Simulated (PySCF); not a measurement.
System: GeH₅, net charge -1, singlet state. 
Geometry from a B3LYP-D3(BJ)/def2-TZVP (Ansatz) optimisation:
SMILES: [GeH5-]
```xyz
6

Ge     0.0000     0.0000     0.0000
H      0.0133    -0.0229     1.7251
H     -0.0133     0.0229    -1.7251
H      1.5900     0.0211    -0.0120
H     -0.8131     1.3664     0.0244
H     -0.7769    -1.3875    -0.0124
```
Charge -1, spin multiplicity 1.

Dispersion corrections to the total energy (kcal/mol) from the dftd3 and dftd4 libraries through PySCF: D3(BJ) without and D4 with the three-body term, each with the damping fitted for the functional named.

```tsv
functional	D3(BJ)	D4
BP86	?	-3.05
TPSS	?	-3.23
B2PLYP	-1.23	-1.64
HSE06	-0.92	-1.81
PW6B95	-0.72	-2.20
revPBE	-3.87	-8.24
r2SCAN	-0.38	?
```

Question: Some entries are withheld; supply them.

Answer: 
- BP86, D3(BJ): -2.36
- TPSS, D3(BJ): -1.86
- r2SCAN, D4: -0.56
